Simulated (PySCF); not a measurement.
# Fe²²⁺: ionisation energy

Fe²²⁺ [He] 2s2 (1S) → Fe²³⁺ [He] 2s1 (2S), as a difference of total energies. Calculation: PySCF 2.14, in an even-tempered Gaussian basis (17 s from 5.5 bohr⁻², ratio 2.2; 8 p from 8.6 bohr⁻², ratio 2.4; 6 d from 26 bohr⁻², ratio 2.4; 5 f from 39 bohr⁻², ratio 2.4; 4 g from 58 bohr⁻², ratio 2.4); no relativity, point nucleus. Correlated levels: nothing frozen; virtual orbitals above 40 to 60 times the deepest correlated orbital energy dropped. The calculations carry no spin-orbit coupling.

```
                 method  ionisation energy (eV)
                    UHF                  1923.9
                    LDA                  1923.4
                    PBE                  1927.2
                   PBE0                  1926.7
                 r2SCAN                  1923.8
                  M06-L                  1923.9
                 revPBE                  1927.2
    MP2 (all electrons)                  1928.7
SCS-MP2 (all electrons)                  1929.6
```

**Question.** How much does correlation contribute at MP2 (all electrons)?

**Answer.** 1928.7 − (1923.9) = 4.8 eV, measured against UHF.

These non-relativistic numbers lack the scalar-relativistic shift.

For comparison: 1950.4 ± 1.8 eV (semi-empirical (NIST evaluation); NIST Atomic Spectra Database, ionization energies).
